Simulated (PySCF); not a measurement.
# The second ionisation energy along group 14

All values are computed (PySCF 2.14, energy differences of UHF-based or UKS calculations, no spin-orbit coupling). Values in eV. The last column holds reference values (NIST; (s) semi-empirical, (t) theoretical, else measured). Unmarked ones compare directly (S terms, centres of terms, or small fine structure); those marked * lie between the lowest fine-structure levels and include a spin-orbit shift.

| element | configurations | LDA | PBE0 | SCS-MP2 (valence) | MP2 (valence and next inner shell) | CCSD (valence) | CCSD(T) (valence) | reference |
| --- | --- | --- | --- | --- | --- | --- | --- | --- |
| C (aug-cc-pCVTZ-DK, spin-free X2C) | [He] 2s2 2p1 → [He] 2s2 | 24.754 | 24.819 | 24.325 | 24.398 | 24.203 | 24.235 | 24.378 |
| Si (aug-cc-pCVTZ-DK, spin-free X2C) | [Ne] 3s2 3p1 → [Ne] 3s2 | 16.342 | 16.413 | 16.073 | 16.089 | 16.200 | 16.230 | 16.322 |
| Sn (aug-cc-pwCVTZ-DK3, spin-free X2C) | [Kr] 4d10 5s2 5p1 → [Kr] 4d10 5s2 | 14.415 | 14.266 | 13.954 | 14.142 | 14.027 | 14.046 | 14.282 |
| Pb (aug-cc-pwCVTZ-DK3, spin-free X2C) | [Xe] 4f14 5d10 6s2 6p1 → [Xe] 4f14 5d10 6s2 | 13.954 | 13.767 | 13.420 | 13.670 | 13.481 | 13.494 | 13.869 |

```json
{"method": "LDA", "elements": "4", "mean error (eV)": "0.154", "mean absolute error (eV)": "0.154", "largest error (eV)": "0.376"}
{"method": "PBE0", "elements": "4", "mean error (eV)": "0.104", "mean absolute error (eV)": "0.162", "largest error (eV)": "0.441"}
{"method": "SCS-MP2 (valence)", "elements": "4", "mean error (eV)": "-0.270", "mean absolute error (eV)": "0.270", "largest error (eV)": "-0.449"}
{"method": "MP2 (valence and next inner shell)", "elements": "4", "mean error (eV)": "-0.138", "mean absolute error (eV)": "0.148", "largest error (eV)": "-0.233"}
{"method": "CCSD (valence)", "elements": "4", "mean error (eV)": "-0.235", "mean absolute error (eV)": "0.235", "largest error (eV)": "-0.387"}
{"method": "CCSD(T) (valence)", "elements": "4", "mean error (eV)": "-0.211", "mean absolute error (eV)": "0.211", "largest error (eV)": "-0.375"}
```

Errors include the incompleteness of the basis and the frozen core.

"Valence" correlates the outer s and p shells and, in groups 3 to 12 and the f block, the outer d or f shell, open or full, or the next shell where the ion has no valence electron left; the wider scheme adds the next inner shell.
